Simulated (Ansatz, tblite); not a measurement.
Forces on PPPAs tetrahedron (AsP3) at its r2SCAN-D4/def2-SVP geometry. The state is a singlet with charge 0.

The xTB rows come from tblite.

GFN1-xTB (tblite), largest force 0.62 eV/Å:

```xyz
4
positions Å, forces eV/Å
P     0.446   -1.264   -0.274   -0.195    0.562    0.114
P    -0.981    0.311   -0.902    0.439   -0.139    0.392
P     1.041    0.869   -0.185   -0.459   -0.386    0.074
As   -0.506    0.085    1.361    0.216   -0.036   -0.580
```

GFN2-xTB (tblite), largest force 1.09 eV/Å:

```
P -0.318 1.043 0.087
P 0.868 -0.267 0.609
P -0.813 -0.731 0.013
As 0.264 -0.044 -0.709
```

r2SCAN-D4/def2-TZVP (Ansatz), largest force 0.49 eV/Å:

```
P -0.140 0.467 0.031
P 0.392 -0.120 0.265
P -0.362 -0.328 -0.002
As 0.109 -0.018 -0.293
```
